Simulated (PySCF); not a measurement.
# Energy of Re⁺ (rhenium, charge +1) between two integer charges

The 6s alpha orbital of [Xe] 4f14 5d5 6s1 is emptied in steps (occupation f), with all orbitals relaxed, ending at [Xe] 4f14 5d5. Computed with PySCF 2.14 in def2-TZVP with the def2 core potential (60 electrons), with scalar relativity through the core potential. The exact energy is a straight line in f; departures are measured from the line between the end points of the same method.

```json
{"f": "1", "B3LYP (eV)": "0.000"}
{"f": "0.75", "B3LYP (eV)": "-0.533"}
{"f": "0.5", "B3LYP (eV)": "-0.713"}
{"f": "0.25", "B3LYP (eV)": "-0.536"}
{"f": "0", "B3LYP (eV)": "0.000"}
```

```
method  E(f=0) − E(f=1) (eV)  −ε at f=1 (eV)  −ε at f=0.5 (eV)
 B3LYP                16.761          13.925            16.754
```

Orbital energy along the path (eV):

```tsv
f	B3LYP
1	-13.925
0.75	-15.333
0.5	-16.754
0.25	-18.185
0	-19.622
```

Reference removal energy between the ground levels: 16.6 ± 0.5 eV (semi-empirical (NIST evaluation); NIST Atomic Spectra Database, ionization energies).
